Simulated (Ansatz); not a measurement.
Ansatz (an electronic-structure program) input (HF/3-21G): The .json file is the Basis Set Exchange's 3-21G.

Ansatz 0.2 input:
```yaml
crystal:
  periodic: [false, false, false]
  atoms:
    - {symbol: Zn, position_ang: [-0.00000000, -0.00000000, -0.41611361]}
    - {symbol: F, position_ang: [0.00000000, 0.00000000, 1.38704536]}
basis:
  gaussian:
    orbitals: 3-21G.json
hamiltonian:
  xc: {name: HF}
magnetization: {spin_polarized: true, initial_magnetization: 1}
relax: {f_tol: 0.003, max_steps: 120}
```

Output:

```
WARN ansatz: RAYON_NUM_THREADS=1 ignored (pool sized by the plan → 1); use --threads N
Functional definition: HF
integrals: 0.00 GiB planned
366 factors; integrals over basis functions are off by at most 4.3e-4 eV
mean field: 0.09 GiB planned
mean field evaluation 1: about -50830.0580 eV, gradient 2.3e1 eV
mean field evaluation 2: about -50830.0641 eV, gradient 2.3e1 eV
mean field evaluation 4: about -50832.2901 eV, gradient 1.8e0 eV
mean field evaluation 8: about -50832.3598 eV, gradient 8.7e-4 eV
mean field -50832.35923996 eV, -1868.0547466580 hartree, gradient 2.7e-5 eV, S^2 0.752645; 0 other end points of the search recorded, 0 dependent functions left out
the calculation of the forces begins
reference -50832.35923996 eV, -1868.0547466580 hartree; 20, 19 occupied and 18, 19 virtual orbitals, 366 factors
relax step   1: F+E_penalty+E_count = -50832.35923996 eV  Δ(F+E_penalty+E_count) = +0.000e0 eV  max|allowed force component| = 2.263e0 eV/Å  Δτ_max = 0.0000 Å  (37 SCF iters, accepted)
these checks for a lower state are left out or cut short: starts, cluster_reference, orbital_swaps, neighbouring_geometries, increment
integrals: 0.00 GiB planned
366 factors; integrals over basis functions are off by at most 4.3e-4 eV
mean field: 0.09 GiB planned
mean field evaluation 16: about -50832.4481 eV, gradient 3.2e-5 eV
mean field -50832.44808079 eV, -1868.0580114982 hartree, gradient 4.5e-5 eV, S^2 0.752495; 0 other end points of the search recorded, 0 dependent functions left out
the calculation of the forces begins
reference -50832.44808079 eV, -1868.0580114982 hartree; 20, 19 occupied and 18, 19 virtual orbitals, 366 factors
relax step   2: F+E_penalty+E_count = -50832.44808079 eV  Δ(F+E_penalty+E_count) = -8.884e-2 eV  max|allowed force component| = 1.065e0 eV/Å  Δτ_max = 0.0262 Å  (27 SCF iters, accepted)
these checks for a lower state are left out or cut short: starts, cluster_reference, orbital_swaps, neighbouring_geometries, increment
integrals: 0.00 GiB planned
366 factors; integrals over basis functions are off by at most 4.2e-4 eV
mean field: 0.09 GiB planned
mean field -50832.46749936 eV, -1868.0587251174 hartree, gradient 3.1e-5 eV, S^2 0.752426; 0 other end points of the search recorded, 0 dependent functions left out
the calculation of the forces begins
reference -50832.46749936 eV, -1868.0587251174 hartree; 20, 19 occupied and 18, 19 virtual orbitals, 366 factors
relax step   3: F+E_penalty+E_count = -50832.46749936 eV  Δ(F+E_penalty+E_count) = -1.942e-2 eV  max|allowed force component| = 1.996e-1 eV/Å  Δτ_max = 0.0212 Å  (26 SCF iters, accepted)
these checks for a lower state are left out or cut short: starts, cluster_reference, orbital_swaps, neighbouring_geometries, increment
integrals: 0.00 GiB planned
366 factors; integrals over basis functions are off by at most 4.2e-4 eV
mean field: 0.09 GiB planned
mean field -50832.46810304 eV, -1868.0587473023 hartree, gradient 2.1e-5 eV, S^2 0.752433; 0 other end points of the search recorded, 0 dependent functions left out
the calculation of the forces begins
reference -50832.46810304 eV, -1868.0587473023 hartree; 20, 19 occupied and 18, 19 virtual orbitals, 366 factors
relax step   4: F+E_penalty+E_count = -50832.46810304 eV  Δ(F+E_penalty+E_count) = -6.037e-4 eV  max|allowed force component| = 7.491e-3 eV/Å  Δτ_max = 0.0029 Å  (29 SCF iters, accepted)
these checks for a lower state are left out or cut short: starts, cluster_reference, orbital_swaps, neighbouring_geometries, increment
integrals: 0.00 GiB planned
366 factors; integrals over basis functions are off by at most 4.2e-4 eV
mean field: 0.09 GiB planned
mean field evaluation 32: about -50832.4681 eV, gradient 1.2e-2 eV
mean field -50832.46810391 eV, -1868.0587473342 hartree, gradient 2.5e-5 eV, S^2 0.752434; 0 other end points of the search recorded, 0 dependent functions left out
the calculation of the forces begins
reference -50832.46810391 eV, -1868.0587473342 hartree; 20, 19 occupied and 18, 19 virtual orbitals, 366 factors
relax step   5: F+E_penalty+E_count = -50832.46810391 eV  Δ(F+E_penalty+E_count) = -8.683e-7 eV  max|allowed force component| = 2.062e-4 eV/Å  Δτ_max = 0.0001 Å  (19 SCF iters, accepted)
integrals: 0.00 GiB planned
366 factors; integrals over basis functions are off by at most 4.2e-4 eV
mean field: 0.09 GiB planned
mean field -50832.46810391 eV, -1868.0587473342 hartree, gradient 2.5e-5 eV, S^2 0.752434; 1 other end points of the search recorded, 0 dependent functions left out
the calculation of the forces begins
reference -50832.46810391 eV, -1868.0587473342 hartree; 20, 19 occupied and 18, 19 virtual orbitals, 366 factors
Total energy: -50832.46810391 eV, -1868.0587473342 hartree
Atom 0 at    -0.000000     0.000000    -0.371696 Å, force     0.000000     0.000000    -0.000206 eV/Å
Atom 1 at     0.000000    -0.000000     1.342628 Å, force    -0.000000    -0.000000     0.000206 eV/Å
Dipole moment:    -0.000000    -0.000000    -0.582308 e Å
```
